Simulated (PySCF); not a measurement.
HRuN, singlet: molecular constants

Method: PBE0/[Ru def2-TZVP with ECP28, N def2-TZVP, H def2-TZVP], scalar-relativistic core potentials, density fitting, no spin–orbit coupling, PySCF.

The structure is a minimum.

Z-matrix (Å, degrees; charge 0 multiplicity 1):
```
Ru
N  1 1.5476
H  1 1.6323 2 105.75
```

```json
{
 "Point group": "Cs",
 "Bond lengths": "Ru–H 1.632 Å, Ru–N 1.548 Å",
 "Bond angles": "H–Ru–N 105.7°",
 "Zero-point energy": "22.0 kJ/mol",
 "Lowest empty level": "-3.07 eV",
 "Dipole moment": "3.34 D",
 "Rotational symmetry number": "1",
 "Principal polarisabilities": "36.7, 45.6, 51.6 bohr³",
 "Enthalpy at 298.15 K above 0 K": "10.56 kJ/mol",
 "Entropy at 298.15 K and 1 bar": "252.0 J/(mol K)",
 "Rotational constants": "6.936, 0.5635, 0.5211 cm⁻¹",
 "Heat capacity Cp at 298.15 K": "39.3 J/(mol K)",
 "Highest occupied level": "-6.01 eV",
 "Principal quadrupole moments (Buckingham, traceless) about the centre of mass": "-2.57, -1.22, 3.79 D Å",
 "Atomisation energy without zero-point energy": "705 kJ/mol"
}
```

Harmonic modes (masses in u: Ru 101.904, N 14.003, H 1.008):
| symmetry | ω (cm⁻¹) | IR (km/mol) | type |
| --- | --- | --- | --- |
| a' | 491 | 31.4 | bend |
| a' | 1260 | 91.6 | stretch |
| a' | 1930 | 43.6 | stretch |

Charges (e):
```
atom  Mulliken  Löwdin  polar tensor  Mayer order to Ru1
 Ru1      0.45    0.20          0.74                   –
  N2     -0.37   -0.13         -0.50                2.93
  H3     -0.07   -0.07         -0.24                0.93
```

Mulliken populations on Ru1 (electrons outside its core potential): s 2.65, p 6.14, d 6.75, f 0.02.

Outer orbital energies (eV). occupied: -21.50, -11.25, -10.98, -10.81, -9.07, -6.88, -6.01; empty: -3.07, -2.31, -0.94, -0.21.

Other isomers or separated fragments may lie lower.

The final relaxation and frequency run took 33 s on 2 threads of a shared Arm Neoverse N1 host, with 77 basis functions and 14 gradients; the process peaked at 0.75 GiB.
